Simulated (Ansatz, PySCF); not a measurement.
H8NSi3, SMILES [SiH2]N([SiH3])[SiH3] (connectivity only; charge and spin as stated), charge +1, multiplicity 1.

Geometry: PBE-D3(BJ)/def2-SVP. The spin state was assumed, not searched. The isomer is the one that the SMILES or the coordinates give; other isomers of the formula were not compared.

Vertical ionisation energy (IE) and electron affinity (EA) in eV. Rows of orbital energies are one-electron estimates. Where ΔSCF, EOM or ADC give a negative EA the extra electron is unbound and the value depends on the basis.

```csv
level,IE,EA
"−ε(HOMO), −ε(LUMO), r2SCAN/def2-TZVP (PySCF)",12.46,8.27
"−ε(HOMO), −ε(LUMO), PBE/def2-TZVP (PySCF)",12.18,8.44
"ΔSCF, CAM-B3LYP/def2-SVPD (Ansatz), final states of multiplicity 2 and 2",15.34,5.74
"ΔSCF, PBE/def2-SVPD (Ansatz), final states of multiplicity 2 and 2",14.82,5.76
```

Problem. What vertical singlet–triplet gap does ΔSCF give with CAM-B3LYP/def2-SVPD (Ansatz, an electronic-structure program) and with PBE/def2-SVPD (Ansatz)? (The exact figures need the calculation; the answer reports its results.)

Solution. 4.04 and 3.80 eV (triplet above singlet where positive).
